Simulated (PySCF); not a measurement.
Br₃Sb, SMILES [Br][Sb-]([Br])[Br], charge -1, multiplicity 2. Geometry optimised at PBE-D3(BJ)/def2-SVPD. The def2 effective core potentials stand for the cores of Sb; spin–orbit coupling is left out.

Problem. Give the equilibrium geometry at PBE-D3(BJ)/def2-SVPD (PySCF confirms it by a frequency run) as Cartesian coordinates in Å, and its point group. (Estimate from the structure and the level; the computed values follow.)

Solution. point group C2v.
```xyz
4

Sb     0.0000     0.0000     0.3834
Br     0.0000     2.7616     0.8440
Br     0.0000     0.0000    -2.2468
Br     0.0000    -2.7616     0.8440
```
Charge -1, spin multiplicity 2.
